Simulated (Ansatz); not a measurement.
Relaxation of Cl3FH2NZr (8 atoms, charge 0, multiplicity 2), to a largest force component of 0.03 eV/Å in at most 50 steps.

Level of theory: UKS PBE/def2-SVP in Ansatz.

```xyz
8
Properties=species:S:1:pos:R:3:forces:R:3
Zr -0.231 0.240 0.702 -0.52 0.45 0.56
F -1.250 1.367 1.930 0.16 -0.11 -0.69
Cl 2.161 0.311 0.719 0.04 0.00 0.00
Cl -0.685 1.381 -1.328 0.02 -0.01 0.02
Cl -1.123 -1.925 0.402 0.00 0.00 -0.01
N 0.278 -0.363 2.875 0.32 -0.38 0.17
H 0.141 -1.284 3.333 0.05 0.04 -0.01
H 0.712 0.272 3.570 -0.08 0.00 -0.04
```

Where does it end, and by what steps?

It converged. After 10 steps the energy has fallen by 0.205 eV; H7 moved furthest, 0.71 Å.

```
step  energy less start (eV)  largest force component (eV/Å)  accepted
   0                  0.0000                           0.693       yes
   1                  0.0463                           1.543        no
   2                 -0.0630                           0.351       yes
   3                 -0.0972                           0.403       yes
   4                 -0.1274                           0.827       yes
   5                 -0.1819                           0.379       yes
   6                 -0.1818                           0.434        no
   7                 -0.1993                           0.108       yes
   8                 -0.2035                           0.057       yes
   9                 -0.2036                           0.101       yes
  10                 -0.2047                           0.014       yes
```

```xyz
8
Properties=species:S:1:pos:R:3
Zr -0.411 0.275 0.806
F -1.449 1.563 1.746
Cl 2.037 0.347 1.010
Cl -0.400 1.207 -1.375
Cl -1.465 -1.816 0.495
N 0.329 -0.432 2.853
H 0.779 -1.344 3.038
H 0.583 0.200 3.631
```

Run time: 44 s on 4 threads of Arm Neoverse V1, with other jobs on the host, peak memory 0.27 GiB.
